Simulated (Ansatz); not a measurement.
The lowest singlet and triplet of C7H6 (SMILES [CH]c1ccccc1); geometries from B3LYP-D3(BJ)/def2-TZVP, each state relaxed from the structure named, with no frequency check.
Singlet (charge 0, multiplicity 1):
```xyz
13

C      2.4511    -0.3034    -0.1703
C      1.0365    -0.0998    -0.0710
C      0.2040    -1.2433    -0.0577
C     -1.1709    -1.1266     0.0359
C     -1.7468     0.1396     0.1187
C     -0.9577     1.2904     0.1085
C      0.4157     1.1709     0.0148
H      2.9238     0.6980    -0.1653
H      0.6880    -2.2086    -0.1238
H     -1.7992    -2.0075     0.0453
H     -2.8234     0.2330     0.1921
H     -1.4238     2.2649     0.1736
H      1.0434     2.0535     0.0055
```

```
level                                     gap E(singlet) − E(triplet), vertical, at the singlet's geometry (kJ/mol)  cost
----------------------------------------  -------------------------------------------------------------------------  ----
R-SVWN5/def2-TZVPP                                                                                            -16.2  ×0.7
U-SVWN5/def2-TZVPP (spin-contaminated)                                                                        -22.1    ×2
R-PBE/def2-TZVPP                                                                                               -8.5    ×1
U-PBE/def2-TZVPP (spin-contaminated)                                                                          -21.1    ×2
R-r2SCAN/def2-TZVPP                                                                                            17.0    ×2
U-r2SCAN/def2-TZVPP (spin-contaminated)                                                                        -7.2    ×3
R-B3LYP/def2-TZVPP                                                                                            -22.4  ×0.9
U-B3LYP/def2-TZVPP (spin-contaminated)                                                                        -29.8    ×2
R-PBE0/def2-TZVPP                                                                                               0.3  ×0.9
U-PBE0/def2-TZVPP (spin-contaminated)                                                                         -13.1    ×2
R-BHLYP/def2-TZVPP                                                                                            -12.4    ×1
U-BHLYP/def2-TZVPP (spin-contaminated)                                                                        -21.4    ×3
R-wB97X-V/def2-TZVPP                                                                                          -26.2    ×2
U-wB97X-V/def2-TZVPP (spin-contaminated)                                                                      -29.1    ×5
R-wB97M-V/def2-TZVPP                                                                                          -32.3    ×2
U-wB97M-V/def2-TZVPP                                                                                          -32.3    ×4
R-B2PLYP/def2-TZVPP                                                                                           -29.3    ×2
U-B2PLYP/def2-TZVPP (spin-contaminated)                                                                       -32.9    ×4
SA-CASSCF(8,8)/cc-pVDZ                                                                                         10.5     -
SC-NEVPT2 on SA-CASSCF(8,8)/cc-pVDZ                                                                           -10.5     -
FIC-NEVPT4(SD) on SA-CASSCF(8,8)/cc-pVDZ                                                                       -7.2     -
FIC-MRCISD+Q on SA-CASSCF(8,8)/cc-pVDZ                                                                         -6.8     -
```

The rows run from -32.9 (U-B2PLYP/def2-TZVPP (spin-contaminated)) to 17.0 kJ/mol (R-r2SCAN/def2-TZVPP). The 9 R-functionals in def2-TZVPP without D3 or D4 span 49.3, from R-wB97M-V to R-r2SCAN.

A positive gap puts the triplet lower; no zero-point energy. R- takes a restricted singlet. U- takes an unrestricted singlet (broken symmetry where lower, unprojected). The triplet is unrestricted in single-reference levels. Active spaces average the two states.

Cores are frozen in the correlated methods.

Doubts at one or more of the structures used: a restricted determinant that unrestricted orbitals would lower (R-SVWN5/def2-TZVPP, R-PBE/def2-TZVPP, R-r2SCAN/def2-TZVPP, R-B3LYP/def2-TZVPP, R-PBE0/def2-TZVPP, R-BHLYP/def2-TZVPP, R-wB97X-V/def2-TZVPP, R-B2PLYP/def2-TZVPP).

Programs: Ansatz (Gaussian basis) for Hartree–Fock, density functionals and correlated methods. Values without a source in brackets are computed.

Costs are rough ratios of core time to R-PBE/def2-TZVPP (about 70 s over the structures, on one shared machine); a dash marks a level with no comparable run of its own.

Ansatz is a first-principles code.
